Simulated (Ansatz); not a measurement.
The cluster CaO2H2. Charge 0, multiplicity 1. Geometry PBE0-D4/def2-TZVP.

```csv
atom,x (Å),y (Å),z (Å)
Ca1,-0.5882,0.3446,0.1768
O2,2.2898,-1.3330,-0.6729
O3,1.2879,-0.7029,-0.3432
H4,-1.5115,1.5749,-1.1469
H5,-1.4780,0.1165,1.9863
```

LC-ωPBE has ω = 0.4 bohr⁻¹. The structure holds 1 bond(s) between oxygen atoms. The restricted singlet is unstable towards broken spin symmetry in Hartree–Fock (as tested in another run); at PBE-D4/def2-TZVP, r2SCAN-D4/def2-TZVP, B97M-V/def2-TZVP, PBE0-D4/def2-TZVP and others this wasn't settled. At PBE-D4/def2-TZVP, r2SCAN-D4/def2-TZVP an occupied level of the charge 0 singlet lies above an empty one (by up to 0.58 eV), so this SCF solution is probably not the lowest. The geometry of the singlet was relaxed on an unsound state (restricted singlet whose occupied levels cross empty ones at other levels, untested at these). Another isomer (singlet) lies 9.30 eV lower at PBE0-D4/def2-TZVP; other spin states weren't run for this one.

Problem. Estimate the orbital energies around the gap (eV) in Ansatz with PBE-D4/def2-TZVP, r2SCAN-D4/def2-TZVP, B97M-V/def2-TZVP, PBE0-D4/def2-TZVP, LC-ωPBE/def2-TZVP.

Solution. 
```tsv
orbital	PBE-D4/def2-TZVP	r2SCAN-D4/def2-TZVP	B97M-V/def2-TZVP	PBE0-D4/def2-TZVP	LC-ωPBE/def2-TZVP
HOMO−9	-27.07	-27.99	-28.45	-29.55	-32.45
HOMO−8	-26.92	-27.84	-28.30	-29.49	-32.34
HOMO−7	-26.81	-27.71	-28.14	-29.28	-32.04
HOMO−6	-19.44	-20.73	-21.65	-22.91	-27.48
HOMO−5	-12.81	-13.44	-13.78	-15.39	-20.20
HOMO−4	-12.25	-12.76	-12.84	-14.52	-19.53
HOMO−3	-11.58	-12.28	-12.63	-14.50	-19.38
HOMO−2	-6.39	-6.55	-6.61	-7.68	-12.48
HOMO−1	-5.91	-6.08	-6.11	-7.17	-9.18
HOMO	-5.13	-5.59	-5.98	-6.58	-8.45
LUMO	-5.70	-5.86	-5.91	-5.47	-4.62
LUMO+1	-1.75	-1.17	-1.55	-0.92	0.64
LUMO+2	-1.04	-0.61	-0.82	-0.34	0.93
LUMO+3	-0.95	-0.48	-0.72	-0.03	1.69
LUMO+4	-0.94	-0.40	-0.71	0.16	1.93
LUMO+5	-0.53	-0.02	-0.35	0.23	2.71
```
